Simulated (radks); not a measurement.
The numbers below are computed, except where a source is named.
Problem. Ionisation of the boron ion B2+, [He] 2s1, to B3+, [He], under several functionals. Dirac Kohn-Sham, spin-unpolarised, spherical densities, finite nucleus; a radial shooting solver on a logarithmic mesh with Libxc functionals. Known Delta-SCF values: OLYP 37.758 eV; LDA (Slater exchange, Perdew-Zunger correlation) 37.178 eV. What does AM05 give, and what is its highest occupied eigenvalue?

Solution. 37.048 eV by Delta-SCF; the 2s1/2 eigenvalue is -31.230 eV. NIST: 37.931 eV (measured).

Beside tabulated values, note that spin-unpolarised runs miss the spin-polarisation part of the exchange energy of open shells.
